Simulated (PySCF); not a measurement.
CSi (SMILES [C]=[Si]), triplet, at a GFN2-xTB geometry; PBE/def2-SVP, TDA in PySCF.

The PySCF input:
```python
from pyscf import gto, scf, dft, tdscf

mol = gto.Mole()
mol.atom = '''
    Si   -0.00000000   -0.00000000   -0.51650126
    C     0.00000000    0.00000000    1.20516961
'''
mol.basis = 'def2-svp'
mol.spin = 2
mol.verbose = 4
mol.build()

mf = dft.UKS(mol)
mf.xc = 'pbe'
mf.kernel()
td = mf.TDA()
td.nstates = 5
td.kernel()
td.analyze()
```

Output, abridged:

```
PySCF version 2.14.0

[INPUT] verbose = 4
[INPUT] num. atoms = 2
[INPUT] num. electrons = 20
[INPUT] charge = 0
[INPUT] spin (= nelec alpha-beta = 2S) = 2
[INPUT] symmetry False subgroup None
[INPUT] Mole.unit = angstrom
[INPUT] Symbol           X                Y                Z      unit          X                Y                Z       unit  Magmom
[...]
nuclear repulsion = 25.8184572277046
number of shells = 14
number of NR pGTOs = 60
number of NR cGTOs = 32
basis = def2-svp
ecp = {}

******** <class 'pyscf.dft.uks.UKS'> ********
method = UKS
initial guess = minao
damping factor = 0
level_shift factor = 0
DIIS = <class 'pyscf.scf.diis.CDIIS'>
diis_start_cycle = 1
diis_space = 8
diis_damp = 0
SCF conv_tol = 1e-09
SCF conv_tol_grad = None
SCF max_cycles = 50
direct_scf = True
direct_scf_tol = 1e-13
number electrons alpha = 11  beta = 9
XC library pyscf.dft.libxc version 7.1.2
    S. Lehtola, C. Steigemann, M. J. T. Oliveira, and M. A. L. Marques,  SoftwareX 7, 1–5 (2018)
XC functionals = pbe
    J. P. Perdew, K. Burke, and M. Ernzerhof,  Phys. Rev. Lett. 77, 3865 (1996)
    J. P. Perdew, K. Burke, and M. Ernzerhof,  Phys. Rev. Lett. 78, 1396 (1997)
    J. P. Perdew, K. Burke, and M. Ernzerhof,  Phys. Rev. Lett. 77, 3865 (1996)
    J. P. Perdew, K. Burke, and M. Ernzerhof,  Phys. Rev. Lett. 78, 1396 (1997)
radial grids:
    Treutler-Ahlrichs [JCP 102, 346 (1995); DOI:10.1063/1.469408] (M4) radial grids

becke partition: Becke, JCP 88, 2547 (1988); DOI:10.1063/1.454033
pruning grids: <function nwchem_prune>
grids dens level: 3
symmetrized grids: False
atomic radii adjust function: <function treutler_atomic_radii_adjust>
small_rho_cutoff = 0
Set gradient conv threshold to 3.16228e-05
tot grids = 33304
init E= -327.080689190995

cycle= 1 E= -326.989429107818  delta_E= 0.0913  |g|= 0.263  |ddm|= 1.24

cycle= 2 E= -326.194004366673  delta_E= 0.795  |g|= 0.896  |ddm|= 1.47
cycle= 3 E= -327.050140340286  delta_E= -0.856  |g|= 0.0321  |ddm|= 1.27
cycle= 4 E= -327.051431860472  delta_E= -0.00129  |g|= 0.00572  |ddm|= 0.0769
cycle= 5 E= -327.051543064255  delta_E= -0.000111  |g|= 0.00324  |ddm|= 0.0257
cycle= 6 E= -327.051587208456  delta_E= -4.41e-05  |g|= 0.00139  |ddm|= 0.0168
cycle= 7 E= -327.051597725938  delta_E= -1.05e-05  |g|= 0.000926  |ddm|= 0.00872
cycle= 8 E= -327.051599957001  delta_E= -2.23e-06  |g|= 0.000196  |ddm|= 0.0045
cycle= 9 E= -327.051600042523  delta_E= -8.55e-08  |g|= 0.000101  |ddm|= 0.00101
cycle= 10 E= -327.051600051737  delta_E= -9.21e-09  |g|= 1.16e-05  |ddm|= 0.000158
cycle= 11 E= -327.0516000519  delta_E= -1.63e-10  |g|= 2.51e-06  |ddm|= 3.71e-05
Extra cycle  E= -327.051600051846  delta_E= 5.41e-11  |g|= 8.89e-06  |ddm|= 1.3e-05
converged SCF energy = -327.051600051846  <S^2> = 2.0187591  2S+1 = 3.0124801

******** <class 'pyscf.tdscf.uks.TDA'> for <class 'pyscf.dft.uks.UKS'> ********
nstates = 5
deg_eia_thresh = 1.000e-03
wfnsym = None
conv_tol = 1e-05
eigh lindep = 1e-12
eigh level_shift = 0
eigh max_cycle = 100

Excitation energies (eV)
[0.22218982 0.78991019 2.94064559 2.94409473 3.16257627]

** Excitation energies and oscillator strengths **
Excited State   1:      0.22219 eV   5580.10 nm  f=0.0000
       9b ->   10b      0.99926
Excited State   2:      0.78991 eV   1569.60 nm  f=0.0022
       9b ->   11b     -0.99727
Excited State   3:      2.94065 eV    421.62 nm  f=0.0028
       9a ->   12a     -0.19260
      11a ->   13a     -0.66637
       8b ->   11b      0.21390
       9b ->   12b      0.68567
Excited State   4:      2.94409 eV    421.13 nm  f=0.0005
      10a ->   12a     -0.46275
       8b ->   10b      0.88053
Excited State   5:      3.16258 eV    392.04 nm  f=0.0000
       9a ->   13a      0.10413
      11a ->   12a      0.94173
       9b ->   13b     -0.31737

** Transition electric dipole moments (AU) **
state          X           Y           Z        Dip. S.      Osc.
  1        -0.0000     -0.0000     -0.0000      0.0000      0.0000
  2        -0.3213      0.1053     -0.0000      0.1143      0.0022
  3        -0.0000     -0.0000     -0.1978      0.0391      0.0028
  4         0.0248      0.0757     -0.0000      0.0063      0.0005
  5         0.0000      0.0000     -0.0000      0.0000      0.0000

** Transition velocity dipole moments (imaginary part, AU) **
state          X           Y           Z        Dip. S.      Osc.
  1        -0.0000      0.0000      0.0000      0.0000      0.0000
  2         0.0193     -0.0063     -0.0000      0.0004      0.0094
  3        -0.0000     -0.0000     -0.0132      0.0002      0.0011
  4         0.0012      0.0038     -0.0000      0.0000      0.0001
  5        -0.0000      0.0000     -0.0000      0.0000      0.0000

** Transition magnetic dipole moments (imaginary part, AU) **
state          X           Y           Z
  1        -0.0000     -0.0000     -1.0012
  2        -0.0982     -0.2997      0.0000
  3         0.0000     -0.0000      0.0000
  4        -0.2252      0.0738      0.0000
  5        -0.0000      0.0000     -0.0270
```
